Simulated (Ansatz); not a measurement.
Mulliken charges of CH$_{3}$BFNO$_{2}$ (`NC(=O)B(O)F`) from B3LYP/def2-TZVPP in Ansatz (PBE0-D4/def2-TZVP geometry).

```
atom   x (Å)   y (Å)   z (Å)  charge (e)
  N1   0.983  -0.858  -0.725      -0.237
  C2   0.872   0.198   0.117       0.132
  O3   1.832   0.805   0.552      -0.335
  B4  -0.631   0.601   0.507       0.413
  O5  -1.661  -0.110   0.002      -0.296
  F6  -0.845   1.622   1.318      -0.229
  H7   1.898  -1.166  -1.012       0.168
  H8   0.168  -1.337  -1.064       0.174
  H9  -2.527   0.199   0.288       0.211
```

Task: By hand: the dipole of these point charges (1 e Å = 4.8032 D).

Result: Σ q r = (-0.492, -0.517, -0.385) e Å, of length 0.811 e Å = 3.90 D.

Task: How does the dipole of the full density compare? (An estimate is asked.)

Result: The calculation gave: (-0.667, -0.531, -0.387) e Å, 4.50 D; the point charges give 0.87 times that, at 8° from its direction.

Point charges leave out the atoms' own dipoles, such as those of lone pairs, and Mulliken's split depends on the basis, so the close match here is no proof of good charges.

B3LYP here is the variant with VWN-RPA as its local correlation; programs differ in this.
